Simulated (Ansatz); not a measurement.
CH$_{4}$AlI, relaxed with RKS PBE0-D4/def2-TZVP in the Gaussian-basis code of Ansatz from a PBE-D4/def2-SVP geometry. The force threshold is 0.005 eV/Å; the program also tests the step.

The species carries charge 0 and has multiplicity 1. I: def2 effective core potential. The bonds changed during the relaxation, so this is another structure than the one it started from.

Start:

```xyz
7

Al   -0.125    0.432   -0.991
C     0.474   -0.115    0.816
I    -1.397   -1.342    0.875
H     0.387   -0.431   -2.233
H    -1.014    1.753   -1.114
H     0.390    0.557    1.690
H     1.284   -0.854    0.958
```

(1) By how much does the energy fall, and how many steps does the optimiser take? (An estimate is asked.)

(2) Which bonds change most? (Estimate.)

(3) Give the relaxed structure. (An estimate is asked.)

Answers

(1) Ansatz gave: 2.66 kJ/mol, in 6 steps, 1 of them rejected.

(2) Ansatz gave: Al1–I3 from 2.872 to 2.828 Å; C2–I3 from 2.238 to 2.197 Å; Al1–C2 from 1.981 to 1.962 Å; C2–H6 from 1.106 to 1.087 Å.

(3) The calculation gave: 
```xyz
7

Al   -0.128    0.422   -0.979
C     0.466   -0.120    0.810
I    -1.372   -1.322    0.867
H     0.384   -0.426   -2.213
H    -0.999    1.738   -1.100
H     0.382    0.548    1.664
H     1.268   -0.840    0.950
```
